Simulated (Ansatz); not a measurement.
System: H2S2, charge 1, multiplicity 2. 
Geometry from a B3LYP-D3(BJ)/def2-TZVP (Ansatz, a program for electronic structure) optimisation:
```xyz
4

S     -0.7941    -0.0207     0.6135
S      0.7941     0.0207    -0.6135
H     -1.6942     0.0045    -0.3999
H      1.6942    -0.0045     0.3999
```
Charge +1, spin multiplicity 2.

Basis-set convergence of Hartree-Fock and CCSD(T) correlation energies (hartree) with Ansatz. Valence correlation only, unless marked. Open shells are spin-unrestricted. No spin-orbit coupling. Non-relativistic.

```csv
basis,functions,E(HF),"E(corr, CCSD(T))"
cc-pV(D+d)Z,56,-795.92531,-0.30599
cc-pV(T+d)Z,106,-795.96194,-0.38804
cc-pV(Q+d)Z,188,-795.96968,-0.41405
```

Extrapolating the two largest sets (X = 3 and 4) as X^-3: E(corr) = (64·(-0.41405) - 27·(-0.38804))/37 = -0.4330 Eh, an estimate of the basis-set limit. The largest set recovers 95.6 % of it, the smallest 70.7 %.
